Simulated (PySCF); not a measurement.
`FC=C=C(F)[SiH3]`, C₃H₄F₂Si

Molfile (atoms numbered from 1):
```
C3H4F2Si
     RDKit          3D

 10  9  0  0  0  0  0  0  0  0999 V2000
    2.9103    0.4798    1.2387 F   0  0  0  0  0  0  0  0  0  0  0  0
    2.0129    0.8839    0.3334 C   0  0  0  0  0  0  0  0  0  0  0  0
    1.0115    0.1450   -0.0401 C   0  0  0  0  0  0  0  0  0  0  0  0
   -0.0653   -0.5110   -0.3645 C   0  0  0  0  0  0  0  0  0  0  0  0
   -0.0570   -1.3662   -1.4136 F   0  0  0  0  0  0  0  0  0  0  0  0
   -1.7018   -0.3922    0.5558 Si  0  0  0  0  0  4  0  0  0  0  0  0
    2.2234    1.8773   -0.0476 H   0  0  0  0  0  0  0  0  0  0  0  0
   -1.5639    0.6709    1.5773 H   0  0  0  0  0  0  0  0  0  0  0  0
   -2.7762   -0.0627   -0.4135 H   0  0  0  0  0  0  0  0  0  0  0  0
   -1.9968   -1.6998    1.1926 H   0  0  0  0  0  0  0  0  0  0  0  0
  1  2  1  0
  2  3  2  0
  3  4  2  0
  4  5  1  0
  4  6  1  0
  2  7  1  0
  6  8  1  0
  6  9  1  0
  6 10  1  0
M  END
```

Method used: quadratic response CAM-B3LYP/def2-TZVPD first hyperpolarisability, Taylor convention, gas phase in PySCF. Geometry: PBE0-D3(BJ)/def2-TZVP.

(1) Give the tensor of the static β(0;0,0) in the axes of these coordinates.

## Answers

(1) In au, Taylor convention; rows are the first index (the induced dipole):
```
       xx     yy     zz     xy     xz     yz
x  +141.6   +7.4  +31.1  -11.9   +3.8   -4.1
y   -11.9  -31.4   -7.3   +7.4   -4.1  -18.7
z    +3.8  -18.7  -11.6   -4.1  +31.1   -7.3
```
Norm of βᵢ = ⅓ Σⱼ (βᵢⱼⱼ + βⱼᵢⱼ + βⱼⱼᵢ): 188.9 au, hyper-Rayleigh value 72.1 au.
